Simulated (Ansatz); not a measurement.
`C=C[SiH](Cl)Cl` + HBr → `C=CBr` + `Cl[SiH2]Cl`  (substitution at a C–Si bond)

Computed with Ansatz on PBE0-D4/def2-TZVP structures; ΔE is electronic, products minus reactants. CBS: MP2 limit from def2 TZ/QZ plus the TZ coupled-cluster correction, frozen cores. Functionals use def2-TZVPP. For Br outer-core shells are correlated without core-valence functions, which leaves a few kJ/mol of doubt a bond. Scalar relativity is left out up to krypton. One conformer a species, not always the lowest.

`C=C[SiH](Cl)Cl`:

Cartesian coordinates in Å:
```
C -0.275 0.333 -1.530
C 0.274 0.612 -0.351
Si 0.026 -0.506 1.088
Cl 1.825 -1.208 1.765
Cl -0.878 0.498 2.625
H -0.882 -0.555 -1.684
H -0.144 0.977 -2.395
H 0.875 1.511 -0.238
H -0.820 -1.661 0.720
```

HBr:

```xyz
2

Br   -0.421   -0.299   -0.487
H     0.421    0.299    0.487
```

`C=CBr`:

Z-matrix (Å, degrees):
```
C
C 1 1.319
H 1 1.084 2 119.4
H 1 1.083 2 122.5 3 180.0
Br 2 1.881 1 123.4 3 180.0
H 2 1.082 1 124.1 3 -0.0
```

`Cl[SiH2]Cl`:

Cartesian coordinates in Å:
```
Cl -0.148 0.740 -1.813
Si -0.109 0.002 0.089
Cl 1.737 -0.762 0.508
H -1.099 -1.087 0.189
H -0.381 1.108 1.026
```

```csv
species,BLYP-D4 energy (Eh)
`C=C[SiH](Cl)Cl`,-1288.63592
HBr,-2574.78294
`C=CBr`,-2652.17193
`Cl[SiH2]Cl`,-1211.22499
```

Question: Work out ΔE.

Answer: ΔE = (-2652.17193) + (-1211.22499) − (-1288.63592) − (-2574.78294) = 0.02194 Eh = +0.60 eV. CCSD(T)/CBS gives +0.66 eV.

Question: What do rigid-rotor, harmonic-oscillator terms from PBE0-D4/def2-TZVP frequencies (298.15 K, 1 bar) make of the CCSD(T)/CBS value? (Best estimate.)

Answer: The calculation gave: ΔZPE = +0.04 eV, ΔH = +0.66 eV, ΔS = 12 J/(mol·K), ΔG = +0.63 eV.

Largest T1 diagnostic among the species: 0.010.

The D4 term adds +0.07 eV with B3LYP and +0.04 eV with PBE0; it sums over pairs of atoms, weighted by their polarisabilities, and B3LYP, whose exchange is more repulsive, gets the larger term. From BLYP to BHLYP (50 % exact exchange), in def2-TZVPP and without D4, ΔE moves by +0.10 eV.

B3LYP here is the variant with VWN-RPA as its local correlation; programs differ in this.
